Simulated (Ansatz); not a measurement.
`C#C[CH](C)[SnH3]` + H₂O → `[OH][SnH3]` + `C#CCC`  (formal hydrolysis of the Sn–C bond)

Gas-phase electronic energies from Ansatz, PBE0-D4/def2-TZVP geometries. CCSD(T)/CBS adds triple-zeta CCSD(T) − MP2 to the extrapolated MP2 energy (def2 sets, frozen cores). This one scheme is used for every species. Functionals use def2-TZVPP. B3LYP here is the variant with VWN-RPA as its local correlation; programs differ in this. Elements past krypton have def2 core potentials. For Sn outer-core shells are correlated without core-valence functions, which leaves a few kJ/mol of doubt a bond.

CCSD(T)/CBS gives -0.29 eV.

(1) Another level gave -0.37 eV. Which?
A. ωB97X-V/def2-TZVPP
B. ωB97M-V/def2-TZVPP
C. CCSD(T)/def2-TZVPP
D. B3LYP/def2-TZVPP

Largest T1 diagnostic among the species: 0.014.

## Answers

(1) B. ωB97M-V -0.37, CCSD(T)/def2-TZVPP -0.29, ωB97X-V -0.42, B3LYP -0.49 eV.

In def2-TZVPP, CCSD(T) changes the Hartree–Fock value by +0.31 eV (the triples alone add +0.04 eV) and MP2 by +0.37 eV. The D4 term adds +0.12 eV with B3LYP and +0.07 eV with PBE0; it sums over pairs of atoms, weighted by their polarisabilities, and B3LYP, whose exchange is more repulsive, gets the larger term.
